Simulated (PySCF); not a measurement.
**Worked example: chemical shift, span and skew from a shielding tensor**

B(Cl)(F)(NCO) (CBClFNO), SMILES O=C=NB(F)Cl. Atoms are numbered in the order given.

```xyz
6

B     -0.4736     0.6145     0.0000
Cl     0.9938     1.5893     0.0000
F     -1.6395     1.2310     0.0000
N     -0.4273    -0.7941     0.0000
C      0.0156    -1.9130     0.0000
O      0.3907    -3.0167     0.0000
```
Charge 0, spin multiplicity 1.

The structure is a stationary point at B3LYP-D3(BJ)/def2-SVP. The values are those of a single conformer.

GIAO shieldings from KT2/pcSseg-1 (PySCF), non-relativistic, no solvent. The symmetric part of the tensor of F3 has the principal values 39.7, 230.8, 353.4 ppm. The same nucleus in CFCl3 has σ = 127.1 ppm at this level (PySCF, at its B3LYP-D3(BJ)/def2-TZVP geometry). Without spin–orbit terms, shifts of atoms bonded to Cl or Br come out too high.

Problem. Work out the isotropic shielding, the ¹⁹F shift against CFCl3, the span and the skew.

Solution. 
σ(iso) = (σ11 + σ22 + σ33)/3 = 208.0 ppm. δ = σ(ref) − σ(iso) = 127.1 − (208.0) = -80.9 ppm.
Span Ω = σ33 − σ11 = 313.7 ppm. Skew κ = 3(σ(iso) − σ22)/Ω = -0.22. Tumbling in solution averages the tensor to δ; in a static solid the shielding alone would spread this spin-1/2 line over Ω.
